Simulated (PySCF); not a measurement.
**Dipole moment and polarisability of `C#Cc1cccc(S)c1`**

Species: C8H6S.
SMILES with atom numbers: `[CH:1]#[C:2][c:3]1[cH:4][cH:5][cH:6][c:7]([SH:8])[cH:9]1` (hydrogens: H10 on C1; H11 on C4; H12 on C5; H13 on C6; H14 on S8; H15 on C9)

Geometry (GFN2-xTB, Å), atoms numbered from 1 in this order:
```xyz
15
C8H6S angstrom
C      3.3517   -0.8180    0.0721
C      2.2145   -0.4341    0.0531
C      0.8703    0.0106    0.0262
C      0.5775    1.3736    0.0495
C     -0.7403    1.7914    0.0189
C     -1.7692    0.8691   -0.0349
C     -1.4769   -0.4904   -0.0567
S     -2.8262   -1.6336   -0.1217
C     -0.1620   -0.9241   -0.0263
H      4.3470   -1.1491    0.0906
H      1.3834    2.0907    0.0906
H     -0.9722    2.8458    0.0372
H     -2.7988    1.1914   -0.0593
H     -2.0800   -2.7370   -0.1173
H      0.0768   -1.9782   -0.0441
```

Level: PBE0/def2-SVPD (PySCF), static field, nuclei fixed, core orbitals frozen in the response. The polarisability tensor in these axes (au):

```
x   165.16   2.24   2.90
y     2.24 118.78   1.32
z     2.90   1.32  65.65
```

**Question.** Give the principal values, the mean and the anisotropy Δα = √{½[(α1 − α2)² + (α2 − α3)² + (α1 − α3)²]}.

**Answer.** Principal values 65.54, 118.70 and 165.36 au; mean 116.53 au = 17.27 Å³ = 19.21 × 10⁻⁴⁰ C²·m²/J; Δα = 86.51 au (74 % of the mean).

**Question.** What is the dipole moment, and where does it point?

**Answer.** (0.54, 0.14, 0.02) D, 0.56 D in size, pointing from the negative to the positive side. Measured along this direction, the outermost atoms are S8 at the negative end and H10 at the positive end.

**Question.** Refractivity n − 1 of an ideal gas of it at 400 K and 1 atm, from the electronic α?

**Answer.** N = p/kT = 1.8347 × 10¹⁹ cm⁻³, so n − 1 = 2π × N × 17.27 × 10⁻²⁴ cm³ = 1991 × 10⁻⁶ at long wavelengths, for an ideal gas.

**Question.** Traceless (Buckingham) quadrupole moment about the centre of nuclear charge: eigenvalues?

**Answer.** -10.81, -0.15, 10.97 D·Å. The values depend on the origin, since the dipole doesn't vanish. The electronic extent ⟨r²⟩ about the same centre is 1561 bohr², a root-mean-square distance of 2.50 Å for the 70 electrons.

**Question.** What molar refraction does this α imply?

**Answer.** Lorentz–Lorenz: R = (4π/3)N_A α = 2.5225 cm³/(mol·Å³) × 17.27 Å³ = 43.6 cm³/mol, in the limit of long wavelengths.

The structure is a single GFN2-xTB conformer in the gas phase; no vibrational or solvent corrections.

These values come from a run that also computed excited states. On an Arm Neoverse V1 with one thread, shared host with 64 logical CPUs at a one-minute load of 33, this took 49 s wall and 0.96 GiB of memory at its peak.
